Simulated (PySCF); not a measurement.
Radial density of Sn⁺ (tin, charge +1)

LDA, [Kr] 4d10 5s2 5p1, 2P determinant. Computed with PySCF 2.14 in aug-cc-pVDZ-PP with ECP28MDF (5s4p3d, 32 functions), with scalar relativity through the core potential. This is the valence pseudo-density: the core potential removes the inner electrons and smooths the orbitals near the nucleus.

```csv
r (bohr),4πr²ρ (e/bohr),4πr²(ρα − ρβ)
0.00821,2.329e-05,0.0000
0.0138,6.223e-05,0.0000
0.0232,0.0001510,0.0000
0.0391,0.0002987,0.0000
0.0657,0.0005986,0.0000
0.111,0.003958,0.0000
0.186,0.05206,0.0002
0.313,0.9287,0.0038
0.526,11.31,0.0492
0.885,21.83,0.0209
1.49,6.532,0.1298
2.50,1.687,0.4463
4.21,0.2081,0.1265
7.08,0.004969,0.0044
11.9,1.032e-05,0.0000
```

Energies and moments cover only the electrons outside the core potential.
